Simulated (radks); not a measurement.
Values are calculated unless marked as measured or tabulated.
Q: Species: neutral niobium. Configuration: [Kr] 4d4 5s1. Code: a radial shooting solver on a logarithmic mesh with Libxc functionals. Model: scalar-relativistic Kohn-Sham, r2SCAN, spin-polarised, spherical densities, finite nucleus; open shells are filled with parallel spins first (spin-orbit coupling, left out, can overturn this in heavy ions); meta-GGA in the generalised Kohn-Sham scheme; Fermi nuclear charge, rms radius 4.324 fm. Some entries of the table are withheld. Estimate them.

orbital  occ.  eigenvalue (hartree)  <r> (bohr)  <1/r> (bohr^-1)
1s down     1             -692.7209     0.03610            42.39
1s up       1             -692.7203     0.03610            42.39
2s up       1             -97.31412      0.1579            9.542
2s down     1             -97.29725      0.1579            9.543
2p up       3             -86.79699      0.1377            9.272
2p down     3             -86.78500      0.1377            9.273
3s up       1             -16.41010      0.4421            3.263
3s down     1             -16.40391      0.4422            3.261
3p up       3             -12.93864      0.4451            3.095
3p down     3             -12.93082      0.4451            3.094
3d up       5              -7.28454         (1)              (2)
3d down     5              -7.27017         (3)              (4)
4s up       1              -2.22448       1.169            1.157
4s down     1              -2.13710       1.158            1.171
4p up       3              -1.32929       1.316            1.016
4p down     3              -1.22560       1.294            1.035
5s up       1              -0.17420       3.564           0.3593
4d up       4              -0.14152       2.167           0.6333

A: 
(1) 3d up <r> (bohr): 0.4331
(2) 3d up <1/r> (bohr^-1): 2.853
(3) 3d down <r> (bohr): 0.4330
(4) 3d down <1/r> (bohr^-1): 2.852
